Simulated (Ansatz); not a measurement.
Abridged output of a molecular run in Ansatz:

```
Functional definition: HF
1616 factors; integrals over basis functions are off by at most 8.1e-4 eV
mean field evaluation 1: about -100227.0906 eV, gradient 2.3e1 eV
mean field evaluation 2: about -100227.4077 eV, gradient 2.4e1 eV
mean field evaluation 4: about -100229.3508 eV, gradient 3.4e0 eV
mean field evaluation 8: about -100229.3960 eV, gradient 2.9e-1 eV
mean field -100229.39649318 eV, -3683.3623831993 hartree, gradient 6.6e-6 eV, S^2 0.000000; 0 other end points of the search recorded, 0 dependent functions left out
29 core orbitals not correlated: weight in the atoms' cores, before any rotation towards them, 1.000 or more for the frozen orbitals, at most 0.000 for the correlated occupied ones
reference -100229.39649318 eV, -3683.3623831993 hartree; 21, 21 occupied and 222, 222 virtual orbitals, 1616 factors
second order -25.25664931 eV of doubles, -0.00000000 eV of singles
cycle   1  -26.17140138 eV  change   -9.1e-1 eV  update   1.1e-1
cycle   2  -26.88112175 eV  change   -7.1e-1 eV  update   3.1e-2
cycle   3  -26.97907142 eV  change   -9.8e-2 eV  update   1.4e-2
cycle   4  -26.96529600 eV  change    1.4e-2 eV  update   3.1e-3
cycle   5  -26.96461965 eV  change    6.8e-4 eV  update   1.2e-3
cycle   6  -26.96440233 eV  change    2.2e-4 eV  update   3.3e-4
cycle   7  -26.96430755 eV  change    9.5e-5 eV  update   1.2e-4
cycle   8  -26.96434366 eV  change   -3.6e-5 eV  update   3.9e-5
perturbative correction -1.16460550 eV, -0.0427984626 hartree
Total energy: -100257.52544233 eV, -3684.3961030142 hartree
```

Its atoms:

Z-matrix (Å, degrees):
```
Si
S 1 2.125
Cl 1 2.054 2 112.0
H 1 1.478 2 105.3 3 -118.1
H 1 1.477 2 111.7 3 119.9
Ge 2 2.217 1 100.6 3 -57.2
Cl 6 2.152 2 110.0 1 -56.7
H 6 1.529 2 111.6 1 61.4
H 6 1.530 2 106.0 1 -173.2
```

Question: Which basis set was used?
A. def2-TZVPP
B. def2-TZVPPD
C. def2-SVP
D. cc-pV(Q+d)Z

Answer: A. It gives 272 functions.

Question: Write the keys of the input that set method, charge and spin (a neutral closed shell needs none for the last two).

Answer: 
```yaml
correlation: {method: ccsd_t}
```
